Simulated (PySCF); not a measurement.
F₂HOSTa, SMILES [OH][Ta]([F])([F])=[S], multiplicity 1. Coordinates come from a B3LYP-D3(BJ)/def2-SVP optimisation. The spin state was assumed, not searched. The structure was generated by enumeration; whether it is a known compound was not checked. The def2 effective core potentials stand for the cores of Ta; spin–orbit coupling is left out. The values are those of a single conformer.

Computed with B3LYP-D3(BJ)/def2-SVP in PySCF.

Harmonic wavenumbers (cm⁻¹): 159, 168, 184, 190, 196, 403, 496, 544, 689, 694, 749, 3874. Rotational constants (GHz): 2.810, 2.008, 1.961; symmetry number 1.

**Question.** Work out the zero-point energy and the ideal-gas rigid-rotor harmonic-oscillator thermochemistry at 298.15 K and 1 atm.

**Answer.** ZPE = ½ Σ hcν = ½ × 8347 cm⁻¹ = 49.93 kJ/mol. H − E(el) = 70.41 kJ/mol. Entropy in J/(mol K): translation 178.48, rotation 116.17, vibration 61.77, total 356.41. G − E(el) = -35.86 kJ/mol. Cp = 98.68 J/(mol K).
